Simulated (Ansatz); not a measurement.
CH6BClSSi (`CS[SiH2]BCl`). Charge 0, multiplicity 1. Geometry: relaxed with PBE0-D4/def2-TZVP. It is one conformer, not always the lowest.

```xyz
11

C     0.633    1.257    1.316
S    -1.107    0.800    1.067
Si   -0.969   -0.071   -0.869
B     0.123   -1.766   -0.977
Cl    0.861   -2.474    0.428
H     0.689    1.760    2.281
H     1.272    0.375    1.342
H     0.971    1.945    0.541
H    -0.401    0.906   -1.846
H    -2.367   -0.383   -1.276
H     0.294   -2.349   -2.007
```

**Question.** What is the dipole moment at PBE/def2-TZVPP? (An estimate is asked.)

**Answer.** Ansatz gave: 1.32 D, with components (1.27, 0.14, -0.33) D in this frame, pointing from negative to positive charge.

**Question.** And with r2SCAN, B3LYP, ωB97M-V? (Estimate.)

**Answer.** Computed: r2SCAN 1.39 D, B3LYP 1.34 D, ωB97M-V 1.34 D.

**Question.** Give the Mulliken charges with PBE, ωB97M-V, B3LYP in def2-TZVPP. (Estimate.)

**Answer.** Ansatz gave: 
```
atom    PBE  ωB97M-V  B3LYP
  C1  -0.27    -0.36  -0.28
  S2  -0.19    -0.16  -0.21
 Si3   0.15     0.12   0.21
  B4   0.10     0.00   0.10
 Cl5  -0.08    -0.07  -0.10
  H6   0.12     0.14   0.12
  H7   0.12     0.14   0.12
  H8   0.13     0.15   0.12
  H9  -0.06    -0.03  -0.07
 H10  -0.05    -0.01  -0.06
 H11   0.03     0.09   0.05
```

B3LYP here is the variant with VWN-RPA as its local correlation; programs differ in this.
